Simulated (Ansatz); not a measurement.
`[AlH2][SiH]([SiH3])Cl` + CH₃SH → `C[S][AlH2]` + `[SiH3][SiH2]Cl` at 298.15 K and 1 bar (cleavage of the Al–Si bond).

Gas-phase electronic energies from Ansatz, PBE0-D4/def2-TZVP geometries. CCSD(T)/CBS adds triple-zeta CCSD(T) − MP2 to the extrapolated MP2 energy (def2 sets, frozen cores). This one scheme is used for every species.

```tsv
species	CCSD(T)/CBS energy (Eh)	H − E (kJ/mol)	S (J/(mol·K))
`[AlH2][SiH]([SiH3])Cl`	-1283.57831	153.3	393.0
CH₃SH	-438.22835	133.0	253.2
`C[S][AlH2]`	-680.87163	155.2	309.9
`[SiH3][SiH2]Cl`	-1040.97629	131.4	323.3
```

H − E and S are ideal-gas, rigid-rotor, harmonic terms from PBE0-D4/def2-TZVP, for one conformer and one mirror image of each species. 1 Eh = 2625.50 kJ/mol, R = 8.31446 J/(mol·K).

Task: By hand: ΔE, ΔH, ΔS and ΔG.

Result: ΔE = (-680.87163) + (-1040.97629) − (-1283.57831) − (-438.22835) = -0.04126 Eh = -108.3 kJ/mol. Δ(H − E) = 155.2 + 131.4 − 153.3 − 133.0 = 0.3, so ΔH = -108.0 kJ/mol. ΔS = 309.9 + 323.3 − 393.0 − 253.2 = -13.0 J/(mol·K). ΔG = -108.0 − 298.15 × (-13.0)/1000 = -104.1 kJ/mol.

Task: By hand: the equilibrium constant, and the temperature at which ΔG would vanish if ΔH and ΔS stayed fixed.

Result: log₁₀ K = −ΔG/(RT ln 10) = 18.2. ΔG = 0 at ΔH/ΔS = 8308 K, far beyond where these terms or the molecules hold.

The number of gas molecules stays the same, so ΔS is small and ΔH decides. A doubt of 5 kJ/mol in ΔE shifts log₁₀ K by 0.9 here. Other conformers and mirror images would add mixing entropy, several J/(mol·K) or more a flexible species. These are equilibria of isolated gas molecules and say nothing of rates. Largest T1 diagnostic: 0.012 (customary marks: 0.02 for closed shells, 0.045 for open ones).
